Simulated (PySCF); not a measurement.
## LaH₃, singlet: data card

All numbers come from PySCF, PBE0, basis La x2c-TZVPall, H x2c-TZVPall (spin-free X2C, no spin–orbit coupling, density fitting).

The structure is a minimum.

```json
{"Point group": "C3v", "Bond lengths": "La–H 2.093 Å (×3)", "Bond angles": "H–La–H 112.6° (×3)", "Principal polarisabilities": "38.6, 70.6, 70.6 bohr³", "Rotational constants": "2.371, 2.371, 1.378 cm⁻¹", "Zero-point energy": "32.6 kJ/mol", "Enthalpy at 298.15 K above 0 K": "12.20 kJ/mol", "Heat capacity Cp at 298.15 K": "51.8 J/(mol K)", "Principal quadrupole moments (Buckingham, traceless) about the centre of mass": "-7.65, -7.65, 15.29 D Å", "Rotational symmetry number": "3", "Highest occupied level": "-6.73 eV", "Entropy at 298.15 K and 1 bar": "248.2 J/(mol K)", "Lowest empty level": "-1.95 eV", "Dipole moment": "4.30 D"}
```

Harmonic modes (masses in u: La 138.906, H 1.008):
```json
{"symmetry": "a1", "ω (cm⁻¹)": "289", "IR (km/mol, summed over degenerate members)": "544", "μ (u)": "1.03", "type": "bend"}
{"symmetry": "e", "ω (cm⁻¹)": "526", "IR (km/mol, summed over degenerate members)": "244", "μ (u)": "1.02", "type": "bend"}
{"symmetry": "e", "ω (cm⁻¹)": "1345", "IR (km/mol, summed over degenerate members)": "2226", "μ (u)": "1.02", "type": "stretch"}
{"symmetry": "a1", "ω (cm⁻¹)": "1423", "IR (km/mol, summed over degenerate members)": "110", "μ (u)": "1.01", "type": "stretch"}
```

In C3v the vibrations span 2a1 + 2e.

Charges (e):
```tsv
atom	Mulliken	Löwdin	polar tensor	Mayer order to La1
La1	0.82	0.60	1.72	–
H2,3,4	-0.27	-0.20	-0.57	0.91
```

Mulliken populations on La1: s 10.46, p 24.22, d 21.42, f 0.08.

Outer orbital energies (eV). occupied: -23.44, -23.13, -23.13, -7.15, -6.73, -6.73; empty: -1.95, -1.38, -1.38, -0.67.

Formally La is in oxidation state +3, with 0 electrons left for the f, d and s shells; the Mulliken f population is 0.08.

Stability towards spin polarisation was not tested. Only a few start shapes were tried, so a lower isomer may exist.

The final relaxation and frequency run took 83 s on 2 threads of a shared Arm Neoverse V1 host, with 99 basis functions and 8 gradients; the process peaked at 1.6 GiB. Launch command: `OMP_NUM_THREADS=2 python axn.py task.json out`.
